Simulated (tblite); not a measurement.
C₁₂H₁₀OS.
Numbering: `[CH3:1][C:2](=[O:3])[C:4]1=[CH:5]/[C:6](=[CH:7]/[c:8]2[cH:9][cH:10][cH:11][s:12]2)[CH:13]=[CH:14]1` (hydrogens: H15, H16, H17 on C1; H18 on C5; H19 on C7; H20 on C9; H21 on C10; H22 on C11; H23 on C13; H24 on C14)

A start from a force field or distance geometry was refined with GFN2-xTB geometry optimisation, gas phase in tblite 0.8.0. Values at the start:

```csv
coordinate,start
C1–C2,1.474 Å
C1–H15,1.118 Å
C2=O3,1.252 Å
C4=C5,1.321 Å
C4–C14,1.483 Å
C5–C6,1.471 Å
C6=C7,1.339 Å
C7–C8,1.482 Å
C8–C9,1.354 Å
C8–S12,1.900 Å
C9–C10,1.337 Å
C9–H20,1.116 Å
C10–H21,1.115 Å
C11–S12,1.838 Å
C13=C14,1.323 Å
C14–H24,1.101 Å
C1–C2–C4,119.4°
C5–C6–C7,125.6°
C6–C7–C8,117.1°
C7–C6–C13,127.4°
C7–C8–S12,128.8°
C8–C9–C10,117.4°
C8–S12–C11,86.9°
C9–C10–C11,116.8°
C1–C2–C4–C5,1°
C6–C7–C8–C9,137°
```

Question: How do these coordinates change at the GFN2-xTB level?

Answer: 
```csv
coordinate,GFN2-xTB (Å or °),change
C8–S12,1.743,-0.157
C11–S12,1.710,-0.128
C7–C8,1.418,-0.064
C9–C10,1.400,+0.063
C4=C5,1.361,+0.040
C9–H20,1.076,-0.040
C10–H21,1.075,-0.040
C1–C2,1.513,+0.039
C2=O3,1.213,-0.039
C1–H15,1.087,-0.031
C8–C9,1.382,+0.028
C14–H24,1.074,-0.027
C13=C14,1.346,+0.023
C4–C14,1.461,-0.022
C5–C6,1.449,-0.022
C6=C7,1.360,+0.021
C6–C7–C8,129.6,+12.5
C8–S12–C11,91.4,+4.5
C9–C10–C11,112.4,-4.4
C8–C9–C10,113.6,-3.8
C7–C8–S12,125.1,-3.7
C1–C2–C4,115.7,-3.7
C7–C6–C13,130.7,+3.3
C5–C6–C7,123.1,-2.5
C6–C7–C8–C9,179,+42
C1–C2–C4–C5,-5,-6
```

The energy falls by 29.8 kcal/mol over 147 L-BFGS steps, the largest force on an atom goes from 4.26 to 0.010 eV/Å, and the atoms move by 0.597 Å rms after alignment. The bond that changes most is C8–S12 (substituted aromatic carbon to thiophene-type sulfur), which shortens by 0.157 Å. Bonds longer at the end by more than 0.005 Å: 8 of 25; shorter: 15. Among the dihedrals that turn most is H15–C1–C2–O3, from -56° to 3°. Rotational constants go from 2138, 259.7, 239.3 to 2346, 252.0, 228.0 MHz.

On one thread, Arm Neoverse N1 (aarch64), on a shared host, this took 3.0 s of wall time.

Its GFN2-xTB frequencies are all real (lowest 35 cm⁻¹). The numbers are those of one conformer. 3 starts were optimised and ended at 0.00, 1.00 and 1.05 kcal/mol (GFN2-xTB); the lowest of these is shown.

The numbers are calculated, not measured.
